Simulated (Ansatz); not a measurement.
Species: sum formula SiOF, charge 0, multiplicity 2. It need not be the lowest isomer of its formula. 
Coordinates optimised at B3LYP-D3(BJ)/def2-TZVP (Ansatz, an electronic-structure program):
SMILES: O=[Si]F
```xyz
3

Si    -0.0796    -0.1221     0.3643
O      1.3457    -0.5528     0.0273
F     -1.0723     0.6813    -0.5910
```
Charge 0, spin multiplicity 2.

Basis-set convergence of Hartree-Fock and CCSD correlation energies (hartree) with Ansatz. Correlated levels leave the core frozen unless marked. UHF or UKS for open shells. Spin-orbit coupling is left out. No relativistic terms.

| basis | functions | E(HF) | E(corr, CCSD) |
|---|---|---|---|
| aug-cc-pV(D+d)Z | 78 | -463.28050 | -0.48886 |
| aug-cc-pV(T+d)Z | 147 | [?] | [?] |

Problem. Fill in the missing entries.

Solution. 
- aug-cc-pV(T+d)Z, E(HF): -463.34675
- aug-cc-pV(T+d)Z, E(corr, CCSD): -0.59376
